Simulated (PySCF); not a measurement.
```xyz
4
charge 1 multiplicity 1, angstrom
Te    0.0000    0.0000   -0.2200
F     0.0000    0.0000    1.5877
F     1.8627    0.0000   -0.0390
F    -1.8627    0.0000   -0.0390
```

Level of theory: PBE0/[Te def2-TZVP with ECP28, F def2-TZVP], scalar-relativistic core potentials, density fitting, no spin–orbit coupling, PySCF.

This geometry of TeF₃⁺ is a stationary point at this level.

(1) What is the point group?

(2) Is it a minimum?

(3) List the harmonic modes with their infrared intensities.

(4) What are the dipole moment and the gap between the highest occupied and lowest empty levels?

Answers

(1) C2v.

(2) No: it has 1 imaginary mode, at 232i cm⁻¹ (b1).

(3) 
```tsv
symmetry	ω (cm⁻¹)	IR (km/mol)	type
b1	232i	–	bend
a1	215	19.0	bend
b2	340	7.9	bend
a1	657	0.3	stretch
b2	681	189	stretch
a1	764	49.8	stretch
```

(4) 2.35 D about the centre of mass and 4.38 eV.

This need not be the most stable arrangement of these atoms. At this level a singlet minimum of C3v symmetry lies 197 kJ/mol below this structure.
